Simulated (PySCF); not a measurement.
## Krypton: highly charged ions in a basis for the neutral atom

Kr¹¹⁺ [Ar] 3d7, Kr¹²⁺ [Ar] 3d6. All numbers are calculated (PySCF 2.14, no relativity, point nucleus, in def2-SVP). No spin-orbit coupling, so a gap to NIST mixes the basis error with missing relativistic terms.

Changed run: basis of the neutral atom used for a highly charged ion. This setting is unsound on purpose.

```csv
species,method,sound run (hartree),changed run (hartree),converged
Kr¹¹⁺,UHF,not run,-2703.74649,yes
Kr¹¹⁺,TPSS,not run,-2704.91324,yes
Kr¹¹⁺,MN15,not run,-2705.24758,yes
Kr¹²⁺,UHF,not run,-2690.70088,yes
Kr¹²⁺,TPSS,not run,-2691.78907,yes
Kr¹²⁺,MN15,not run,-2692.20888,yes
```

Ionisation energy of Kr¹¹⁺:

| method | changed run (eV) | NIST (eV) |
| --- | --- | --- |
| UHF | 354.99 | 350 ± 3 |
| TPSS | 357.13 | 350 ± 3 |
| MN15 | 354.80 | 350 ± 3 |

The contracted functions were made for the neutral atom and can be too rigid for a highly charged ion.
